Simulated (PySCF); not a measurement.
A calculated (M06-L, PySCF 2.14, def2-QZVPPD, no relativity, point nucleus) atom or ion has these occupied shells.

```tsv
shell	electrons	orbital energy (eV)	rms radius, mean of both spins (bohr)
1s α	1	-6388.9	0.0713
1s β	1	-6388.9	0.0713
2s α	1	-735.84	0.305
2s β	1	-734.15	0.305
2p α	3	-626.96	0.275
2p β	3	-625.73	0.275
3s α	1	-82.432	0.929
3s β	1	-77.641	0.929
3p α	3	-50.889	1.00
3p β	3	-46.364	1.00
3d α	5	-2.335	1.94
3d β	2	-0.235	1.94
```

Name the element and its charge.

Mn (manganese, neutral), in [Ar] 3d7, high-spin 4F determinant (an excited configuration).
